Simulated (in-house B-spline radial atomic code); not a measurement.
Atomic self-consistent-field run: the gallium ion Ga⁴⁺ (an excited or competing configuration). All numbers are computed (scalar-relativistic (X2C) CAM-B3LYP, spin-polarised, spherical fractional occupations; Fermi nucleus of rms radius 3.9973 fm) with an all-electron radial atomic-structure program (B-spline basis), not measured.

Command:
```bash
python run_scf.py task.json out
```
Settings (nuclear radius in fm, mass in u):
```
Z                31
configuration    [Ne] 3s2 3p5 3d9 4p1
hamiltonian      x2c
method           camb3lyp
spin_polarised   True
nucleus          fermi
rms_radius       3.9973
atomic_mass      68.92557
speed_of_light   137.035999084
```

Output (hartree, bohr):
```
 radial grid: 69 intervals, B-splines of order 8, outer radius 22.1277 bohr

 iter        energy (Eh)    residual
    1       -1918.050195    6.99e-01
    2       -1925.475510    7.77e-01
    3       -1934.415486    1.32e-01
    4       -1934.764551    1.99e-02
    5       -1934.772046    9.26e-03
    6       -1934.773132    5.35e-03
    7       -1934.773682    1.41e-04
    8       -1934.773682    1.13e-05
    9       -1934.773682    9.85e-07
   10       -1934.773682    1.38e-07

 total energy                     -1934.77368
 kinetic                            1973.2761
 electron-nucleus                  -4599.7782
 Hartree                             765.1342
 exact exchange                      -15.5813
 exchange-correlation                -57.8244

 orbital      occ     eigenvalue          <r>       <r^2>       <1/r>       r_max
 1s up      1.000      -380.2035    0.0482213  0.00314106     31.8925     0.03136
 1s down    1.000      -380.1699    0.0482181  0.00314061     31.8942     0.03136
 2s up      1.000       -49.8211     0.217391   0.0558194     6.94844      0.1823
 2s down    1.000       -49.7617     0.217248   0.0557324     6.95173      0.1822
 2p up      3.000       -43.7432     0.190494   0.0444973     6.72736      0.1462
 2p down    3.000       -43.6746     0.190418    0.044449     6.72854      0.1462
 3s up      1.000        -8.4159     0.640162    0.471579     2.24033      0.5607
 3s down    1.000        -8.2324     0.642378    0.475022     2.23056      0.5614
 3p up      3.000        -6.5474      0.65953    0.509568     2.08655       0.561
 3p down    2.000        -6.2604     0.664073    0.517119     2.07198      0.5628
 3d up      5.000        -3.4712     0.708462    0.621591     1.79609      0.5165
 3d down    4.000        -3.2594     0.718576    0.641949     1.77868      0.5189
 4p up      1.000        -1.5989      1.97966     4.42887    0.661984       1.765
```

Time taken, with all properties: 0.58 s on 1 thread of Arm Neoverse V2 (shared host).

Caution: exact exchange at fractional occupations of open shells leaves self-interaction of up to several eV.

One-electron X2C: radii and densities carry no picture-change correction, so inner-shell <1/r> comes out high (for 1s by about 2 % at Z = 33, 5 % at 54, 10 % at 75, 30 % at 118) and <r> low.
